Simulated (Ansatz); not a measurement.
Consider the ligand exchange at the Si–C bond: `NC[SiH](N)O` + `N[SiH2]S` → `N[SiH2]S[SiH](N)O` + CH₃NH₂.

Computed with Ansatz on PBE0-D4/def2-TZVP structures; ΔE is electronic, products minus reactants. CBS: MP2 limit from def2 TZ/QZ plus the TZ coupled-cluster correction, frozen cores. One conformer a species, not always the lowest.

| species | MP2/CBS(def2) energy (Eh) |
| --- | --- |
| `NC[SiH](N)O` | -516.53592 |
| `N[SiH2]S` | -744.55536 |
| `N[SiH2]S[SiH](N)O` | -1165.41582 |
| CH₃NH₂ | -95.71376 |

Work out ΔE.

ΔE = (-1165.41582) + (-95.71376) − (-516.53592) − (-744.55536) = -0.03830 Eh = -100.6 kJ/mol. CCSD(T)/CBS gives -94.1 kJ/mol.

Largest T1 diagnostic among the species: 0.012.

In def2-TZVPP, CCSD(T) changes the Hartree–Fock value by −12.0 kJ/mol (the triples alone add −4.4 kJ/mol) and MP2 by −18.4 kJ/mol. The D4 term adds −8.8 kJ/mol with B3LYP and −4.8 kJ/mol with PBE0; it sums over pairs of atoms, weighted by their polarisabilities, and B3LYP, whose exchange is more repulsive, gets the larger term.

B3LYP here is the variant with VWN-RPA as its local correlation; programs differ in this.
